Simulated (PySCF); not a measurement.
**Cl3GeHS: core ionisation energies**

Species: Ge(SH)Cl3.
Geometry (PBE0-D3(BJ)/def2-SVP, Å), atoms numbered from 1 in this order:
```
atom  x, y, z in Å
Ge1    0.2155   -0.0345   -0.3766
S2     0.2476    0.0081    1.8154
H3    -1.1007    0.0769    1.9032
Cl4    2.2419   -0.0533   -1.0331
Cl5   -0.7677    1.6673   -1.2161
Cl6   -0.7735   -1.7605   -1.1620
```

Level of theory: delta-SCF UKS SCAN, pcX-2 on the ionised atom, pcseg-1 elsewhere, spin-free X2C in PySCF 2.14.0. Each binding energy is the total energy of the core-ionised species, with the hole localised on one atom, minus that of the ground state; both are solved self-consistently, so orbital relaxation is included.

**Question.** What binding energy does each computed site have?

**Answer.** 
```csv
atom(s),environment,level,binding energy (eV),2p1/2 (eV),count
Cl4/Cl5/Cl6,chlorine bonded to Ge,Cl 1s,2828.97,–,3
S2,sulfur bonded to Ge and H,S 1s,2478.13,–,1
Cl4/Cl5/Cl6,chlorine bonded to Ge,Cl 2p3/2,206.37,208.02,3
```

**Question.** Which effective nuclear charge Zeff reproduces each element's mean 1s value in the hydrogen-like formula E = 13.606 eV × Zeff²?

**Answer.** S (Z = 16): mean 2478.1 eV, Zeff = 13.50, Z − Zeff = 2.50; Cl (Z = 17): mean 2829.0 eV, Zeff = 14.42, Z − Zeff = 2.58. Means run over the listed sites, weighted by atom count.

**Question.** Which photon wavelength matches the Cl 1s of Cl4/Cl5/Cl6 threshold?

**Answer.** λ = hc/E = 12398.42 eV Å / 2828.97 eV = 4.383 Å.

One atom of each set of topologically equivalent atoms was ionised and stands for the set; in this conformer not all members are related by symmetry, and their own values weren't computed. Not every level is listed. Spin–orbit and ligand-field terms were added within each 2p shell after the spin-free SCF. 2p1/2 minus 2p3/2 (ligand field included): Cl 1.65 eV. No level of germanium is listed. Isolated species at its PBE0-D3(BJ)/def2-SVP geometry, gas phase.
